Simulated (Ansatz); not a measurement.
`OB(F)Br` + H₂ → `OBF` + HBr at 298.15 K and 1 bar (hydrogenolysis of a B–Br bond).

Computed with Ansatz on PBE0-D4/def2-TZVP structures; ΔE is electronic, products minus reactants. CCSD(T)/CBS is the MP2 limit (def2-TZVPP, def2-QZVPP) plus CCSD(T) − MP2 in def2-TZVPP, frozen cores. This one scheme is used for every species. For Br outer-core shells are correlated without core-valence functions, which leaves a few kJ/mol of doubt a bond. Scalar relativity is left out up to krypton. Each species was taken in one conformer, which may not be the lowest.

```
  species  CCSD(T)/CBS energy (Eh)  H − E (kJ/mol)  S (J/(mol·K))
`OB(F)Br`              -2773.83630            73.3          295.9
       H₂                 -1.17544            35.1          130.4
    `OBF`               -201.07426            91.0          252.9
      HBr              -2573.91920            24.6          198.6
```

H − E and S are ideal-gas, rigid-rotor, harmonic terms from PBE0-D4/def2-TZVP, for one conformer and one mirror image of each species. The MP2-based limit puts H₂ 0.8 mEh under its directly extrapolated value; such offsets cancel only in part. 1 Eh = 2625.50 kJ/mol, R = 8.31446 J/(mol·K).

By hand: ΔE, ΔH, ΔS and ΔG.

ΔE = (-201.07426) + (-2573.91920) − (-2773.83630) − (-1.17544) = 0.01828 Eh = 48.0 kJ/mol. Δ(H − E) = 91.0 + 24.6 − 73.3 − 35.1 = 7.2, so ΔH = 55.2 kJ/mol. ΔS = 252.9 + 198.6 − 295.9 − 130.4 = 25.2 J/(mol·K). ΔG = 55.2 − 298.15 × (25.2)/1000 = 47.7 kJ/mol.

By hand: the equilibrium constant, and the temperature at which ΔG would vanish if ΔH and ΔS stayed fixed.

log₁₀ K = −ΔG/(RT ln 10) = -8.4. ΔG = 0 at ΔH/ΔS = 2190 K.

ΔH outweighs TΔS. A doubt of 5 kJ/mol in ΔE shifts log₁₀ K by 0.9 here. Other conformers and mirror images would add mixing entropy, several J/(mol·K) or more a flexible species. These are equilibria of isolated gas molecules and say nothing of rates. Largest T1 diagnostic: 0.013 (customary marks: 0.02 for closed shells, 0.045 for open ones).
